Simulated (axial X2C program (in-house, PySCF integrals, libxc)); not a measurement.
# Excited states of LiAu by EOM-EE-CCSD

Computed with an axial X2C code built on PySCF integrals: two-component X2C with atomic mean-field Coulomb and Gaunt terms, Gaussian nuclei, basis Au dyall-acv3z, Li dyall-acv3z with contracted cores.

R = 2.273 Å (near the PBE0 minimum at charge 0 of the determinant lowest at the starting distance; the state shown can have its own minimum elsewhere).

Vertical excitation energies from the closed-shell determinant state of LiAu:

| Ω | excitation (eV) | cm⁻¹ | hole of the leading pair | particle of the leading pair | weight of the pair (for Ω = 0 its time-reversed partner can hold as much again) | singles weight |
| --- | --- | --- | --- | --- | --- | --- |
| 0⁻ | 3.269 | 26366 | 54% Au sσ, 25% Li sσ, 15% Li pσ | 37% Au pσ, 26% Li sσ, 18% Li pσ | 0.48 | 0.98 |
| 1 | 3.282 | 26471 | 54% Au sσ, 25% Li sσ, 15% Li pσ | 38% Au pσ, 28% Li sσ, 20% Li pσ | 0.96 | 0.98 |
| 0⁺ | 3.612 | 29132 | 53% Au sσ, 24% Li sσ, 15% Li pσ | 52% Au pπ, 40% Li pπ | 0.47 | 0.98 |
| 0⁻ | 3.613 | 29137 | 53% Au sσ, 24% Li sσ, 15% Li pσ | 49% Au pπ, 38% Li pπ | 0.46 | 0.98 |
| 1 | 3.728 | 30066 | 53% Au sσ, 24% Li sσ, 15% Li pσ | 50% Au pπ, 41% Li pπ | 0.57 | 0.98 |
| 0⁺ | 3.793 | 30596 | 52% Au sσ, 24% Li sσ, 14% Li pσ | 34% Li pσ, 31% Li sσ, 24% Au pσ | 0.46 | 0.95 |
| 2 | 3.864 | 31161 | 53% Au sσ, 24% Li sσ, 15% Li pσ | 48% Li pπ, 45% Au pπ | 0.76 | 0.97 |
| 1 | 4.612 | 37195 | 54% Au sσ, 26% Li sσ, 16% Li pσ | 28% Li pσ, 25% Au pσ, 14% Li sσ | 0.45 | 0.96 |
| 0⁻ | 4.649 | 37499 | 37% Au sσ, 19% Li sσ, 15% Au dπ | 54% Au pσ, 12% Li pσ, 9% Au sσ | 0.27 | 0.96 |
| 3 | 4.664 | 37621 | 100% Au dδ | 40% Au pσ, 23% Li sσ, 14% Li pσ | 0.93 | 0.94 |
| 2 | 4.692 | 37843 | 100% Au dδ | 40% Au pσ, 24% Li sσ, 14% Li pσ | 0.87 | 0.94 |

This point took 33 s on 1 thread of Arm Neoverse V2, with other jobs on the host.

Reference electrons by ω block (each with its −ω partner): 1/2: 23, 3/2: 12, 5/2: 5, 7/2: 1. 12 electrons of LiAu correlated (inner shells frozen), 88 natural virtual spinors (a truncated set); levels can be off by some tenths of an eV. Roots sought by Ω: (0: 5, 1: 4, 2: 3, 3: 1); rows need 60 % singles weight and stop where some Ω has no more roots. Missing are any skipped roots, higher Ω and states of a further excitation; these come out far too high here and may in truth be low or lowest. T1 of the reference 0.032 (Lee–Taylor). Number of frozen shells: Au 5 s, 4 p, 2 d, 1 f; Li 1 s. Large amplitudes in the reference (orbital relaxation or multireference character) lower the reliability.
